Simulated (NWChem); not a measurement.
Program: NWChem. System: fluoroethane (C₂H₅F), charge 0, spin multiplicity 1, at a geometry optimised with PBE0/def2-SVP. Level: RHF/def2-TZVP.

Output (cleaned and shortened):

```
             Northwest Computational Chemistry Package (NWChem) 7.3.0
             --------------------------------------------------------

                                NWChem Input Module
                                -------------------

 Scaling coordinates for geometry "geometry" by  1.889725989
 (inverse scale =  0.529177249)

 Turning off AUTOSYM since
 SYMMETRY directive was detected!

                             Geometry "geometry" -> ""
                             -------------------------

 Output coordinates in angstroms (scale by  1.889725989 to convert to a.u.)

  No.       Tag          Charge          X              Y              Z
 ---- ---------------- ---------- -------------- -------------- --------------
    1 C                    6.0000    -1.17710000     0.26680900     0.00000000
    2 C                    6.0000     0.31876800     0.44777400     0.00000000
    3 F                    9.0000     0.94822200    -0.77385300     0.00000000
    4 H                    1.0000    -1.68349300     1.24402900     0.00000000
    5 H                    1.0000    -1.50166900    -0.29065500    -0.89119900
    6 H                    1.0000    -1.50166900    -0.29065500     0.89119900
    7 H                    1.0000     0.65141200     1.00722900     0.89223900
    8 H                    1.0000     0.65141200     1.00722900    -0.89223900

 Effective nuclear repulsion energy (a.u.)      79.3992749377

            Nuclear Dipole moment (a.u.)
            ----------------------------
        X                 Y               Z
 ---------------- ---------------- ----------------
    -0.0000018897    -0.0000037795     0.0000000000

      Symmetry information
      --------------------

 Group name             Cs
 Group number              2
 Group order               2
 No. of unique centers     6

      Symmetry unique atoms

     1    2    3    4    5    7


 Summary of "ao basis" -> "" (spherical)
 ------------------------------------------------------------------------------
       Tag                 Description            Shells   Functions and Types
 ---------------- ------------------------------  ------  ---------------------
 *                         def2-tzvp                  on all atoms

 Summary of "ao basis" -> "ao basis" (spherical)
 ------------------------------------------------------------------------------
       Tag                 Description            Shells   Functions and Types
 ---------------- ------------------------------  ------  ---------------------
 C                         def2-tzvp                11       31   5s3p2d1f
 F                         def2-tzvp                11       31   5s3p2d1f
 H                         def2-tzvp                 4        6   3s1p

                                 NWChem SCF Module
                                 -----------------

  ao basis        = "ao basis"
  functions       =   123
  atoms           =     8
  closed shells   =    13
  open shells     =     0
  charge          =   0.00
  wavefunction    = RHF
  use symmetry    = T
  symmetry adapt  = T

 Summary of "ao basis" -> "ao basis" (spherical)
 ------------------------------------------------------------------------------
       Tag                 Description            Shells   Functions and Types
 ---------------- ------------------------------  ------  ---------------------
 C                         def2-tzvp                11       31   5s3p2d1f
 F                         def2-tzvp                11       31   5s3p2d1f
 H                         def2-tzvp                 4        6   3s1p

      Symmetry analysis of basis
      --------------------------

        a'         80
        a"         43

 Forming initial guess at       0.1s

      Superposition of Atomic Density Guess
      -------------------------------------

 Sum of atomic energies:        -177.25978078

      Non-variational initial energy
      ------------------------------

 Total energy =    -178.717317
 1-e energy   =    -399.567394
 2-e energy   =     141.450802
 HOMO         =      -0.390785
 LUMO         =       0.091520

      Symmetry analysis of molecular orbitals - initial
      -------------------------------------------------
[...]
     1 a'          2 a'          3 a'          4 a'          5 a'
     6 a'          7 a'          8 a"          9 a'         10 a"
    11 a'         12 a'         13 a"         14 a'         15 a'
    16 a'         17 a"         18 a'         19 a"         20 a'
    21 a'         22 a"         23 a'

 Starting SCF solution at       2.0s

 ----------------------------------------------
         Quadratically convergent ROHF

 Convergence threshold     :          1.000E-07
 Maximum no. of iterations :          100
 Final Fock-matrix accuracy:          1.000E-09
 ----------------------------------------------

              iter       energy          gnorm     gmax       time
             ----- ------------------- --------- --------- --------
                 1     -178.1100529054  8.54D-01  1.55D-01      2.2
                 2     -178.1494651191  3.13D-01  5.14D-02      2.6
                 3     -178.1555861023  1.35D-02  3.24D-03      3.2
                 4     -178.1556061545  1.29D-04  2.34D-05      4.1
                 5     -178.1556061565  1.17D-08  2.50D-09      5.5

       Final RHF  results
       ------------------

         Total SCF energy =   -178.155606156452
      One-electron energy =   -402.183624180041
      Two-electron energy =    144.628743085870
 Nuclear repulsion energy =     79.399274937719

        Time for solution =      3.5s

       Symmetry analysis of molecular orbitals - final
       -----------------------------------------------

  Numbering of irreducible representations:

     1 a'          2 a"

  Orbital symmetries:

     1 a'          2 a'          3 a'          4 a'          5 a'
     6 a'          7 a"          8 a'          9 a'         10 a"
    11 a'         12 a'         13 a"         14 a'         15 a'
    16 a"         17 a'         18 a"         19 a'         20 a'
    21 a'         22 a"         23 a'

             Final eigenvalues
             -----------------

              1
    1  -26.2710
    2  -11.3069
    3  -11.2276
    4   -1.5873
    5   -1.0325
    6   -0.8597
    7   -0.7029
    8   -0.6963
    9   -0.6560
   10   -0.5770
   11   -0.5485
   12   -0.5074
   13   -0.4901
   14    0.1429
   15    0.1795
   16    0.2038
   17    0.2145
   18    0.2366
   19    0.2395
   20    0.2913
   21    0.3082
   22    0.3461
   23    0.3809

                       ROHF Final Molecular Orbital Analysis
                       -------------------------------------

 Vector   11  Occ=2.000000D+00  E=-5.484637D-01  Symmetry=a'
              MO Center= -1.2D+00,  4.3D-01,  1.1D-14, r^2= 1.8D+00
   Bfn.  Coefficient  Atom+Function         Bfn.  Coefficient  Atom+Function
  ----- ------------  ---------------      ----- ------------  ---------------
     7      0.288054  1 C  py                95      0.250838  4 H  s
    10      0.247695  1 C  py                94      0.161405  4 H  s

 Vector   12  Occ=2.000000D+00  E=-5.073744D-01  Symmetry=a'
              MO Center= -7.9D-02,  1.7D-01, -1.4D-16, r^2= 2.0D+00
   Bfn.  Coefficient  Atom+Function         Bfn.  Coefficient  Atom+Function
  ----- ------------  ---------------      ----- ------------  ---------------
     6      0.246427  1 C  px                37     -0.242592  2 C  px
    68      0.229755  3 F  px                 9      0.226641  1 C  px
    40     -0.203337  2 C  px                71      0.199663  3 F  px

 Vector   13  Occ=2.000000D+00  E=-4.900804D-01  Symmetry=a"
              MO Center= -6.7D-02,  3.1D-01,  5.4D-16, r^2= 2.4D+00
   Bfn.  Coefficient  Atom+Function         Bfn.  Coefficient  Atom+Function
  ----- ------------  ---------------      ----- ------------  ---------------
    39      0.230343  2 C  pz                70     -0.197703  3 F  pz
    42      0.195240  2 C  pz               113      0.194739  7 H  s
   119     -0.194739  8 H  s                  8     -0.175694  1 C  pz
    73     -0.171701  3 F  pz                11     -0.157307  1 C  pz

 Vector   14  Occ=0.000000D+00  E= 1.429198D-01  Symmetry=a'
              MO Center= -9.0D-01,  7.7D-01,  1.2D-16, r^2= 6.9D+00
   Bfn.  Coefficient  Atom+Function         Bfn.  Coefficient  Atom+Function
  ----- ------------  ---------------      ----- ------------  ---------------
     5      4.835949  1 C  s                 96     -1.923296  4 H  s
   102     -1.728186  5 H  s                108     -1.728186  6 H  s
   114     -1.401815  7 H  s                120     -1.401815  8 H  s
    36      1.342249  2 C  s                 44      0.702869  2 C  py
    43      0.637450  2 C  px                 4     -0.629840  1 C  s

 Vector   15  Occ=0.000000D+00  E= 1.795125D-01  Symmetry=a'
              MO Center= -2.4D-01,  6.0D-01,  1.2D-15, r^2= 8.1D+00
   Bfn.  Coefficient  Atom+Function         Bfn.  Coefficient  Atom+Function
  ----- ------------  ---------------      ----- ------------  ---------------
     5      6.535323  1 C  s                 36     -6.450250  2 C  s
   114      2.021980  7 H  s                120      2.021980  8 H  s
   102     -1.552418  5 H  s                108     -1.552418  6 H  s
    43      1.305197  2 C  px                12      1.295926  1 C  px
    96     -0.978303  4 H  s                 44     -0.619499  2 C  py

 Vector   16  Occ=0.000000D+00  E= 2.038279D-01  Symmetry=a"
              MO Center= -9.3D-02,  6.8D-01,  8.1D-16, r^2= 7.2D+00
   Bfn.  Coefficient  Atom+Function         Bfn.  Coefficient  Atom+Function
  ----- ------------  ---------------      ----- ------------  ---------------
   114      2.114412  7 H  s                120     -2.114412  8 H  s
   102     -1.417344  5 H  s                108      1.417344  6 H  s
    45     -1.321347  2 C  pz                14     -0.542275  1 C  pz
   113     -0.417123  7 H  s                119      0.417123  8 H  s
   101      0.387146  5 H  s                107     -0.387146  6 H  s

 center of mass
 --------------
 x =   0.16932211 y =  -0.13488582 z =   0.00000000

 moments of inertia (a.u.)
 ------------------
          76.324783304353          55.700835407091           0.000000000000
          55.700835407091         164.286432226685           0.000000000000
           0.000000000000           0.000000000000         217.716830937325

  Mulliken analysis of the total density
  --------------------------------------

    Atom       Charge   Shell Charges
 -----------   ------   -------------------------------------------------------
    1 C    6     6.29   0.85  1.12  0.47  0.68  0.06  1.26  1.40  0.37  0.02  0.05  0.00
    2 C    6     5.87   0.85  1.12  0.49  0.64  0.06  1.18  1.21  0.15  0.04  0.12  0.01
    3 F    9     9.31   0.77  1.20  0.59  1.01  0.35  2.24  2.27  0.86  0.00  0.01  0.00
    4 H    1     0.90   0.26  0.49  0.12  0.02
    5 H    1     0.89   0.26  0.49  0.11  0.02
    6 H    1     0.89   0.26  0.49  0.11  0.02
    7 H    1     0.92   0.27  0.51  0.12  0.02
    8 H    1     0.92   0.27  0.51  0.12  0.02

       Multipole analysis of the density wrt the origin
       ------------------------------------------------

     L   x y z        total         open         nuclear
     -   - - -        -----         ----         -------
     0   0 0 0     -0.000000      0.000000     26.000000

     1   1 0 0     -0.432654      0.000000     -0.000002
     1   0 1 0      0.669960      0.000000     -0.000004
     1   0 0 1     -0.000000      0.000000      0.000000

     2   2 0 0    -14.755857      0.000000     90.019506
     2   1 1 0      1.051968      0.000000    -26.929917
     2   1 0 1     -0.000000      0.000000      0.000000
     2   0 2 0    -14.383128      0.000000     38.443783
     2   0 1 1     -0.000000      0.000000      0.000000
     2   0 0 2    -13.520338      0.000000     11.358313

 Task  times  cpu:        5.5s     wall:        5.5s

 Total times  cpu:        5.6s     wall:        5.6s
```

Problem. Write an NWChem input that would produce this output.

Solution. This is not unique; one that fits is 
```
start mol
memory heap 200 mb stack 900 mb global 1100 mb
geometry units angstroms nocenter noautoz
  C     -1.177100     0.266809     0.000000
  C      0.318768     0.447774     0.000000
  F      0.948222    -0.773853     0.000000
  H     -1.683493     1.244029     0.000000
  H     -1.501669    -0.290655    -0.891199
  H     -1.501669    -0.290655     0.891199
  H      0.651412     1.007229     0.892239
  H      0.651412     1.007229    -0.892239
  symmetry group Cs
end
basis spherical
  * library def2-tzvp
end
scf
  rhf
  nopen 0
  maxiter 100
  thresh 1e-7
  semidirect memsize 60000000 filesize 0
end
task scf energy
```
